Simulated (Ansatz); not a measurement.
A short molecular-dynamics run on AsH$_{4}$NO$_{2}$Si (`O[SiH]1N[As]1O`).

```yaml
crystal:
  periodic: [false, false, false]
  atoms:
    - {symbol: O, position_ang: [-0.235802, 0.581932, -1.779423]}
    - {symbol: Si, position_ang: [0.893241, -0.021832, -0.766086]}
    - {symbol: N, position_ang: [0.540274, -1.232121, 0.348551]}
    - {symbol: As, position_ang: [0.530498, 0.276119, 1.491558]}
    - {symbol: O, position_ang: [-1.137867, 0.959008, 1.154567]}
    - {symbol: H, position_ang: [-1.045332, 0.839345, -1.322253]}
    - {symbol: H, position_ang: [2.148758, -0.106975, -1.532125]}
    - {symbol: H, position_ang: [0.111828, -2.132051, 0.485410]}
    - {symbol: H, position_ang: [-1.717298, 0.790476, 1.902699]}
basis:
  gaussian: {orbitals: def2-SVP}
hamiltonian: {xc: {name: BLYP}}
md: {timestep: 2 fs, n_steps: 30, ensemble: nve, temperature: 700, initial_velocities: maxwell_boltzmann, seed: 749}
```

```sh
$ ansatz run in.yaml --threads 4 --pin off --events-out ev --progress --plain --max-ram 10444MiB
```

```tsv
step	time (fs)	potential energy (eV)	kinetic (eV)	T (K)	conserved (eV)
0	0.0	-74355.0480	0.6334	700	-74354.4146
1	2.0	-74354.9794	0.5952	658	-74354.3842
2	4.0	-74354.9277	0.5379	594	-74354.3899
3	6.0	-74354.8223	0.4347	480	-74354.3876
4	8.0	-74354.7395	0.3488	386	-74354.3907
5	10.0	-74354.6364	0.2675	296	-74354.3689
6	12.0	-74354.6299	0.2485	275	-74354.3813
7	14.0	-74354.6363	0.2559	283	-74354.3804
8	16.0	-74354.6786	0.2975	329	-74354.3811
9	18.0	-74354.6959	0.3240	358	-74354.3719
10	20.0	-74354.7523	0.3586	396	-74354.3938
11	22.0	-74354.7086	0.3315	366	-74354.3771
12	24.0	-74354.7239	0.3285	363	-74354.3953
13	26.0	-74354.6372	0.2712	300	-74354.3660
14	28.0	-74354.7205	0.3159	349	-74354.4046
15	30.0	-74354.6720	0.3005	332	-74354.3715
16	32.0	-74354.8170	0.4171	461	-74354.3999
17	34.0	-74354.8371	0.4617	510	-74354.3754
18	36.0	-74354.9427	0.5258	581	-74354.4169
19	38.0	-74354.8463	0.4644	513	-74354.3819
20	40.0	-74354.8598	0.4651	514	-74354.3947
21	42.0	-74354.8321	0.4390	485	-74354.3931
22	44.0	-74354.8260	0.4256	470	-74354.4004
23	46.0	-74354.7975	0.4086	452	-74354.3889
24	48.0	-74354.7818	0.3967	438	-74354.3851
25	50.0	-74354.8253	0.4140	458	-74354.4113
26	52.0	-74354.6961	0.3242	358	-74354.3719
27	54.0	-74354.6777	0.2830	313	-74354.3947
28	56.0	-74354.5518	0.1820	201	-74354.3697
29	58.0	-74354.6048	0.2022	223	-74354.4026
30	60.0	-74354.5093	0.1536	170	-74354.3557
```

Velocities are drawn at the set temperature; a run this short doesn't reach equilibrium.

Frames (Å, forces in eV/Å):

```xyz
9
time=0.0 fs
O    -0.236    0.582   -1.779   -0.308    0.293   -1.234
Si    0.893   -0.022   -0.766    1.048    0.151   -0.261
N     0.540   -1.232    0.349    0.146   -0.689    0.108
As    0.530    0.276    1.492    0.735    0.322    1.244
O    -1.138    0.959    1.155   -0.371    0.590   -0.835
H    -1.045    0.839   -1.322   -0.637    0.224    0.374
H     2.149   -0.107   -1.532    0.218   -0.005   -0.172
H     0.112   -2.132    0.485   -0.309   -0.720    0.107
H    -1.717    0.790    1.903   -0.523   -0.165    0.671
9
time=2.0 fs
O    -0.248    0.601   -1.780    0.049    0.008   -0.579
Si    0.906   -0.032   -0.757   -0.436    0.880   -0.869
N     0.539   -1.235    0.355   -0.786   -2.681    0.582
As    0.534    0.277    1.487    0.419    0.544    1.386
O    -1.154    0.958    1.157    0.759    0.705   -1.907
H    -1.126    0.828   -1.420    0.120   -0.047    0.314
H     2.140   -0.064   -1.523    0.526   -0.092   -0.376
H     0.053   -2.159    0.531    0.665    1.096   -0.355
H    -1.706    0.792    1.895   -1.316   -0.412    1.804
9
time=4.0 fs
O    -0.260    0.621   -1.783   -0.277   -0.125    0.016
Si    0.919   -0.042   -0.749   -1.300    1.272   -1.391
N     0.537   -1.245    0.364   -0.720   -2.463    0.529
As    0.537    0.277    1.484    0.146    0.671    1.490
O    -1.168    0.959    1.154   -0.930    0.019    0.760
H    -1.202    0.815   -1.505    1.313   -0.348    0.183
H     2.152   -0.024   -1.529    0.402   -0.158   -0.309
H     0.019   -2.144    0.563    0.698    0.958   -0.453
H    -1.746    0.778    1.956    0.669    0.174   -0.825
9
time=6.0 fs
O    -0.272    0.640   -1.785    0.811   -0.535    0.101
Si    0.930   -0.049   -0.743   -1.644    1.385   -1.818
N     0.532   -1.261    0.374    0.516   -0.192   -0.164
As    0.540    0.278    1.481   -0.142    0.735    1.498
O    -1.185    0.959    1.154   -1.082   -0.256    1.492
H    -1.228    0.789   -1.583    0.843   -0.268    0.481
H     2.179    0.010   -1.546   -0.039   -0.236   -0.024
H     0.012   -2.092    0.578   -0.399   -0.966   -0.055
H    -1.760    0.770    1.986    1.136    0.333   -1.512
9
time=8.0 fs
O    -0.283    0.658   -1.787    2.856   -0.928    0.058
Si    0.938   -0.055   -0.740   -1.827    1.376   -2.112
N     0.528   -1.279    0.383    1.114    0.883   -0.549
As    0.544    0.280    1.479   -0.445    0.742    1.422
O    -1.204    0.959    1.157    0.426   -0.010   -0.158
H    -1.221    0.753   -1.643   -0.797   -0.102    0.815
H     2.204    0.035   -1.565   -0.418   -0.308    0.236
H    -0.010   -2.078    0.591   -0.856   -1.616    0.092
H    -1.730    0.775    1.958   -0.054   -0.037    0.196
9
time=10.0 fs
O    -0.286    0.673   -1.789    2.401   -0.926    0.289
Si    0.944   -0.059   -0.739   -2.044    1.276   -2.158
N     0.528   -1.294    0.391   -0.159   -0.820   -0.109
As    0.547    0.282    1.478   -0.698    0.678    1.316
O    -1.222    0.959    1.160    1.979    0.350   -2.169
H    -1.245    0.712   -1.671   -0.153   -0.204    0.717
H     2.213    0.047   -1.574   -0.520   -0.341    0.320
H    -0.065   -2.125    0.607    0.551    0.477   -0.463
H    -1.702    0.779    1.937   -1.357   -0.490    2.256
9
time=12.0 fs
O    -0.284    0.687   -1.791    0.991   -0.965    0.514
Si    0.947   -0.061   -0.741   -2.362    1.001   -1.814
N     0.527   -1.311    0.399   -0.520   -1.055   -0.132
As    0.549    0.284    1.477   -0.856    0.525    1.196
O    -1.235    0.960    1.157    0.394   -0.357    0.709
H    -1.275    0.664   -1.673    1.248   -0.179    0.518
H     2.203    0.047   -1.571   -0.317   -0.333    0.208
H    -0.099   -2.154    0.606    1.053    1.185   -0.592
H    -1.727    0.764    2.002    0.369    0.177   -0.606
9
time=14.0 fs
O    -0.280    0.698   -1.791    1.183   -1.064    0.563
Si    0.947   -0.061   -0.746   -2.729    0.633   -1.198
N     0.524   -1.331    0.406    0.439    0.564   -0.690
As    0.552    0.286    1.477   -0.993    0.340    1.025
O    -1.248    0.960    1.156   -0.075   -0.659    1.881
H    -1.257    0.609   -1.654    0.897   -0.071    0.463
H     2.180    0.034   -1.560    0.099   -0.297   -0.034
H    -0.093   -2.137    0.582    0.216    0.112   -0.245
H    -1.737    0.756    2.045    0.963    0.442   -1.766
9
time=16.0 fs
O    -0.272    0.706   -1.789    2.387   -0.967    0.403
Si    0.943   -0.061   -0.753   -2.851    0.291   -0.598
N     0.523   -1.349    0.411    1.860    2.716   -1.259
As    0.553    0.289    1.478   -1.127    0.159    0.829
O    -1.260    0.959    1.160    0.883   -0.388    0.493
H    -1.205    0.551   -1.618   -0.616   -0.130    0.568
H     2.162    0.010   -1.550    0.474   -0.254   -0.243
H    -0.078   -2.117    0.548   -1.141   -1.553    0.166
H    -1.710    0.764    2.020    0.131    0.126   -0.360
9
time=18.0 fs
O    -0.259    0.712   -1.787    1.555   -1.059    0.459
Si    0.935   -0.060   -0.760   -2.367    0.042   -0.286
N     0.527   -1.360    0.413    0.779    1.512   -1.101
As    0.555    0.291    1.478   -1.222    0.022    0.677
O    -1.271    0.956    1.165    2.434    0.184   -2.309
H    -1.176    0.489   -1.559   -0.253    0.084    0.345
H     2.161   -0.024   -1.550    0.480   -0.213   -0.225
H    -0.107   -2.156    0.521   -0.072   -0.094   -0.011
H    -1.679    0.778    1.981   -1.335   -0.478    2.451
9
time=20.0 fs
O    -0.242    0.716   -1.784   -0.170   -1.376    0.724
Si    0.924   -0.060   -0.768   -1.308   -0.227   -0.152
N     0.534   -1.367    0.412   -0.344    0.260   -1.009
As    0.555    0.294    1.480   -1.230   -0.094    0.578
O    -1.275    0.954    1.164    1.103   -0.376    0.345
H    -1.157    0.429   -1.488    0.865    0.604   -0.194
H     2.179   -0.066   -1.558    0.103   -0.158    0.009
H    -0.139   -2.198    0.494    0.984    1.276   -0.078
H    -1.698    0.773    2.036   -0.004    0.091   -0.222
9
time=22.0 fs
O    -0.226    0.716   -1.779   -0.527   -1.266    0.565
Si    0.911   -0.059   -0.776   -0.049   -0.574    0.065
N     0.539   -1.373    0.408   -0.198    0.655   -1.135
As    0.555    0.297    1.481   -1.202   -0.192    0.471
O    -1.277    0.951    1.164    0.311   -0.661    1.931
H    -1.105    0.393   -1.424    0.496    0.752   -0.379
H     2.200   -0.114   -1.566   -0.331   -0.070    0.254
H    -0.133   -2.191    0.463    0.725    0.972    0.065
H    -1.718    0.772    2.082    0.775    0.384   -1.836
9
time=24.0 fs
O    -0.210    0.713   -1.772    0.160   -0.646   -0.182
Si    0.898   -0.060   -0.783    1.101   -0.976    0.484
N     0.543   -1.377    0.401    1.104    2.469   -1.290
As    0.554    0.299    1.483   -1.166   -0.271    0.345
O    -1.278    0.946    1.169    0.809   -0.437    0.875
H    -1.033    0.385   -1.375   -1.004    0.455   -0.039
H     2.209   -0.165   -1.564   -0.552    0.036    0.352
H    -0.099   -2.148    0.435   -0.727   -0.786    0.259
H    -1.708    0.785    2.058    0.276    0.158   -0.804
9
time=26.0 fs
O    -0.195    0.709   -1.766   -0.326   -0.329   -0.599
Si    0.887   -0.061   -0.790    1.871   -1.314    1.002
N     0.551   -1.375    0.390    1.183    2.658   -1.180
As    0.553    0.302    1.485   -1.106   -0.318    0.255
O    -1.277    0.941    1.176    2.270    0.091   -2.191
H    -1.001    0.395   -1.327   -1.253    0.531   -0.067
H     2.197   -0.214   -1.549   -0.458    0.129    0.250
H    -0.093   -2.134    0.417   -0.976   -1.081    0.309
H    -1.687    0.805    2.004   -1.206   -0.368    2.221
9
time=28.0 fs
O    -0.180    0.704   -1.761   -2.066   -0.347   -0.379
Si    0.878   -0.065   -0.796    2.111   -1.465    1.500
N     0.562   -1.365    0.377   -0.543    0.549   -0.779
As    0.551    0.304    1.487   -0.958   -0.345    0.234
O    -1.271    0.935    1.178    1.176   -0.154   -0.365
H    -1.016    0.425   -1.281   -0.004    0.952   -0.709
H     2.168   -0.259   -1.524   -0.069    0.175   -0.035
H    -0.125   -2.162    0.411    0.576    0.712    0.213
H    -1.713    0.810    2.034   -0.223   -0.079    0.321
9
time=30.0 fs
O    -0.170    0.698   -1.758   -2.804   -0.020   -0.525
Si    0.872   -0.071   -0.800    1.990   -1.405    1.856
N     0.572   -1.354    0.361   -1.230   -0.359   -0.314
As    0.549    0.306    1.490   -0.765   -0.374    0.217
O    -1.262    0.930    1.179   -0.075   -0.329    1.533
H    -1.031    0.492   -1.263    0.505    0.922   -0.870
H     2.135   -0.297   -1.501    0.420    0.180   -0.376
H    -0.134   -2.162    0.413    1.075    1.229    0.129
H    -1.747    0.812    2.077    0.883    0.157   -1.651
9
time=32.0 fs
O    -0.167    0.692   -1.755   -2.086    0.402   -1.146
Si    0.869   -0.078   -0.801    1.860   -1.143    1.820
N     0.578   -1.343    0.344   -0.517    0.334    0.046
As    0.546    0.308    1.492   -0.575   -0.383    0.174
O    -1.253    0.923    1.183    0.051   -0.170    0.892
H    -1.027    0.593   -1.278   -0.139    0.604   -0.354
H     2.119   -0.327   -1.492    0.615    0.205   -0.547
H    -0.102   -2.116    0.419    0.163    0.106    0.174
H    -1.747    0.821    2.056    0.626    0.045   -1.058
9
time=34.0 fs
O    -0.169    0.687   -1.756   -1.198    0.484   -1.518
Si    0.868   -0.087   -0.800    1.870   -0.651    1.203
N     0.582   -1.332    0.327    0.717    1.520    0.322
As    0.543    0.309    1.495   -0.387   -0.367    0.137
O    -1.244    0.916    1.190    1.518    0.200   -1.933
H    -1.029    0.718   -1.307   -0.610    0.407    0.126
H     2.127   -0.351   -1.503    0.319    0.292   -0.431
H    -0.064   -2.065    0.433   -1.260   -1.606    0.360
H    -1.723    0.831    1.995   -0.968   -0.279    1.734
9
time=36.0 fs
O    -0.174    0.683   -1.760   -1.803    0.590   -0.954
Si    0.870   -0.097   -0.797    1.854    0.190    0.104
N     0.589   -1.317    0.311   -0.663   -0.546    1.257
As    0.540    0.311    1.497   -0.133   -0.341    0.155
O    -1.231    0.909    1.192    0.831    0.208   -1.192
H    -1.054    0.859   -1.331    0.620    0.020   -0.197
H     2.146   -0.362   -1.532   -0.173    0.376   -0.174
H    -0.075   -2.076    0.460   -0.045   -0.294    0.046
H    -1.737    0.830    2.000   -0.488   -0.202    0.954
9
time=38.0 fs
O    -0.183    0.681   -1.766   -1.906    0.748   -0.490
Si    0.875   -0.107   -0.794    1.645    1.191   -1.047
N     0.594   -1.303    0.299   -1.897   -2.526    2.273
As    0.536    0.312    1.500    0.150   -0.341    0.176
O    -1.217    0.903    1.191   -0.884    0.103    1.031
H    -1.055    1.000   -1.362    1.361   -0.517   -0.325
H     2.159   -0.360   -1.567   -0.506    0.384    0.043
H    -0.087   -2.098    0.489    1.060    0.946   -0.370
H    -1.769    0.822    2.042    0.976    0.011   -1.292
9
time=40.0 fs
O    -0.197    0.680   -1.773   -0.628    0.293   -0.519
Si    0.882   -0.115   -0.792    1.166    2.000   -1.799
N     0.593   -1.296    0.293   -1.552   -2.428    2.513
As    0.533    0.313    1.502    0.387   -0.362    0.138
O    -1.204    0.898    1.192   -1.050    0.197    0.933
H    -1.003    1.122   -1.406    0.636   -0.462    0.106
H     2.153   -0.343   -1.600   -0.539    0.301    0.138
H    -0.058   -2.084    0.504    0.657    0.456   -0.334
H    -1.763    0.814    2.035    0.923    0.005   -1.176
9
time=42.0 fs
O    -0.212    0.680   -1.782    0.885   -0.681   -0.686
Si    0.890   -0.120   -0.793    0.421    2.407   -1.943
N     0.589   -1.295    0.293    0.096   -0.342    1.850
As    0.530    0.314    1.505    0.574   -0.423    0.037
O    -1.194    0.892    1.196    0.376    0.506   -1.397
H    -0.928    1.226   -1.446   -0.463    0.171    0.651
H     2.126   -0.314   -1.628   -0.262    0.145    0.075
H    -0.004   -2.053    0.506   -0.933   -1.551    0.212
H    -1.723    0.806    1.982   -0.694   -0.233    1.200
9
time=44.0 fs
O    -0.225    0.678   -1.793    0.478   -0.313   -0.148
Si    0.899   -0.122   -0.796   -0.431    2.516   -1.664
N     0.584   -1.296    0.299   -0.025   -0.400    1.710
As    0.527    0.315    1.508    0.791   -0.548   -0.069
O    -1.183    0.888    1.196    0.378    0.636   -1.649
H    -0.870    1.336   -1.460    0.173   -0.408    0.364
H     2.089   -0.280   -1.653    0.213   -0.041   -0.121
H     0.014   -2.081    0.516   -0.641   -1.178    0.091
H    -1.708    0.790    1.975   -0.936   -0.264    1.488
9
time=46.0 fs
O    -0.237    0.676   -1.803   -0.001    0.431    0.404
Si    0.907   -0.121   -0.802   -1.079    2.315   -1.224
N     0.580   -1.298    0.310   -1.106   -1.916    1.864
As    0.525    0.316    1.511    1.024   -0.721   -0.162
O    -1.171    0.886    1.193   -1.579    0.376    0.926
H    -0.806    1.431   -1.461    0.730   -1.246   -0.024
H     2.060   -0.247   -1.683    0.572   -0.196   -0.260
H     0.007   -2.154    0.530    0.692    0.841   -0.454
H    -1.730    0.763    2.026    0.747    0.116   -1.070
9
time=48.0 fs
O    -0.249    0.675   -1.813    0.466    0.003    0.436
Si    0.914   -0.116   -0.809   -1.284    1.749   -0.805
N     0.572   -1.305    0.326   -0.879   -1.488    1.221
As    0.523    0.316    1.514    1.167   -0.885   -0.286
O    -1.163    0.884    1.192   -1.949    0.333    1.333
H    -0.714    1.478   -1.463    0.264   -0.835    0.087
H     2.053   -0.222   -1.723    0.530   -0.277   -0.107
H     0.027   -2.194    0.526    0.761    1.161   -0.444
H    -1.723    0.741    2.035    0.923    0.239   -1.434
9
time=50.0 fs
O    -0.260    0.673   -1.822    1.130   -1.204    0.125
Si    0.919   -0.109   -0.818   -1.133    0.987   -0.468
N     0.562   -1.316    0.345    0.416    0.878    0.049
As    0.522    0.315    1.516    1.209   -1.019   -0.449
O    -1.160    0.883    1.193   -0.629    0.677   -0.595
H    -0.611    1.493   -1.461   -0.450    0.430    0.501
H     2.066   -0.207   -1.767    0.194   -0.296    0.265
H     0.076   -2.191    0.505   -0.242   -0.380    0.002
H    -1.681    0.728    1.989   -0.494   -0.074    0.569
9
time=52.0 fs
O    -0.269    0.669   -1.830    0.897   -0.628    0.479
Si    0.923   -0.101   -0.827   -0.898    0.274   -0.161
N     0.554   -1.325    0.364    1.273    2.658   -0.778
As    0.521    0.314    1.518    1.204   -1.133   -0.579
O    -1.158    0.884    1.194    0.260    0.971   -1.863
H    -0.526    1.525   -1.440   -0.323   -0.015    0.156
H     2.087   -0.204   -1.801   -0.123   -0.274    0.583
H     0.116   -2.201    0.485   -0.858   -1.505    0.263
H    -1.658    0.712    1.965   -1.431   -0.348    1.899
9
time=54.0 fs
O    -0.275    0.664   -1.838    0.642    0.549    1.038
Si    0.925   -0.092   -0.837   -0.761   -0.272    0.164
N     0.548   -1.326    0.381    0.477    0.927   -0.934
As    0.521    0.313    1.520    1.177   -1.197   -0.621
O    -1.155    0.887    1.190   -1.569    0.340    0.939
H    -0.453    1.556   -1.414   -0.193   -1.017   -0.463
H     2.103   -0.211   -1.812   -0.257   -0.236    0.690
H     0.123   -2.270    0.474    0.109    0.595    0.067
H    -1.689    0.682    2.014    0.373    0.312   -0.880
9
time=56.0 fs
O    -0.279    0.659   -1.842    0.769    0.350    0.951
Si    0.926   -0.083   -0.846   -0.802   -0.737    0.627
N     0.544   -1.325    0.396    0.186    0.073   -1.190
As    0.522    0.311    1.522    1.059   -1.190   -0.667
O    -1.157    0.891    1.188   -1.994    0.095    1.722
H    -0.388    1.548   -1.405   -0.429   -0.625   -0.448
H     2.109   -0.227   -1.797   -0.176   -0.195    0.579
H     0.134   -2.316    0.466    0.508    1.690    0.062
H    -1.706    0.665    2.030    0.880    0.540   -1.635
9
time=58.0 fs
O    -0.282    0.656   -1.845    0.938   -0.923    0.299
Si    0.926   -0.076   -0.854   -0.989   -1.117    1.238
N     0.541   -1.323    0.407    0.645    1.134   -1.530
As    0.523    0.308    1.523    0.865   -1.124   -0.760
O    -1.163    0.896    1.191   -0.717    0.468    0.109
H    -0.338    1.516   -1.413   -0.698    0.834    0.118
H     2.108   -0.251   -1.760    0.083   -0.168    0.299
H     0.164   -2.297    0.461    0.088    0.796    0.204
H    -1.690    0.668    1.982   -0.214    0.098    0.023
9
time=60.0 fs
O    -0.282    0.650   -1.847    0.872   -0.712    0.272
Si    0.925   -0.070   -0.861   -1.178   -1.318    1.824
N     0.539   -1.319    0.414    1.475    3.425   -1.806
As    0.525    0.305    1.524    0.643   -1.015   -0.818
O    -1.171    0.901    1.193    0.992    1.050   -2.035
H    -0.316    1.516   -1.416   -0.717    0.737    0.013
H     2.111   -0.281   -1.711    0.368   -0.148   -0.016
H     0.198   -2.247    0.463   -0.768   -1.451    0.375
H    -1.682    0.675    1.936   -1.687   -0.569    2.190
```

It took 33 s on 4 threads of an Arm Neoverse V2 on a shared host, with 0.44 GiB of host memory at the peak.
